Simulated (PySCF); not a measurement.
AsF3H2Si. Atoms are numbered in the order given.

```xyz
7

F     -1.4459    -0.7557     1.2969
Si    -0.8677     0.0022     0.0000
F     -1.4459    -0.7557    -1.2969
F     -1.5110     1.4780     0.0000
As     1.4774    -0.0529     0.0000
H      1.5086     1.0075    -1.1022
H      1.5086     1.0075     1.1022
```
Charge 0, spin multiplicity 1.

Geometry optimised at B3LYP-D3(BJ)/def2-SVP.

These are PBE0/def2-TZVP in PySCF values and carry that method's errors.

Symmetry labels are those of the subgroup Cs that the program uses (full group Cs).

Computed valence orbital energies around the gap with their symmetry:
| orbital | symmetry | energy (eV) |
|---|---|---|
| HOMO−7 | A" | -13.13 |
| HOMO−6 | A' | -13.12 |
| HOMO−5 | A" | -12.55 |
| HOMO−4 | A' | -12.50 |
| HOMO−3 | A" | -12.07 |
| HOMO−2 | A" | -11.05 |
| HOMO−1 | A' | -9.99 |
| HOMO | A' | -8.54 |
| LUMO | A" | -0.30 |
| LUMO+1 | A' | -0.17 |
| LUMO+2 | A' | 0.18 |
| LUMO+3 | A" | 1.20 |
